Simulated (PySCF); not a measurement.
Vertical excitations of a molecule H8N2Si2 from PySCF with TDA-PBE/def2-SVPD, as energy in eV (oscillator strength): 5.23 (0.023), 5.45 (0.012), 5.69 (0.018), 5.82 (0.016), 5.94 (0.018), 6.27 (0.002), 6.33 (0.162), 6.54 (0.008), 6.62 (0.007), 6.66 (0.027). Lowest triplet (TDA): 4.86 eV. The structure is a stationary point at ωB97X-D3(BJ)/def2-SVP. The values are those of a single conformer.

Identify the compound among the candidates.
A) N[SiH2][SiH2]N
B) N[SiH](N)[SiH3]
C) N[SiH2]N[SiH3]

B, N[SiH](N)[SiH3]
